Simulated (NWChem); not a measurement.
Species: Si2H4ClF; SMILES F[SiH2][SiH2]Cl

```xyz
8

Si    -0.2365     1.5377     0.4137
F      0.9999     2.1125    -0.4614
Si    -0.8507    -0.6087    -0.3188
Cl     0.6268    -2.0173     0.1255
H      0.1606     1.5047     1.8457
H     -1.4041     2.4465     0.2401
H     -1.0961    -0.6552    -1.7831
H     -2.0933    -1.0207     0.3884
```
Atoms are numbered in this order, from 1.

All runs: NWChem. Pople sets run with spherical d functions. All runs use the structure optimised with B3LYP/6-31G* (spherical d). Vertical excitations in the gas phase; the lowest state need not have the same character in each row.

| level | lowest excitation, singlet (eV) | oscillator strength of that lowest state | orbital gap (eV) |
|---|---|---|---|
| PBE/6-31+G*, TDA | 5.45 | 0.013 | 5.21 |
| B3LYP/6-31+G*, TDA | 5.92 | 0.019 | 6.88 |
| LDA (Slater exchange, VWN5)/6-31+G*, TDA | 5.33 | 0.012 | 5.06 |
| LRC-wPBEh/6-31+G*, TDA | … | 0.020 | … |

**Question.** Some entries are withheld; supply them.

**Answer.** 
- LRC-wPBEh/6-31+G*, TDA, lowest excitation, singlet (eV): 6.20
- LRC-wPBEh/6-31+G*, TDA, orbital gap (eV): 10.65
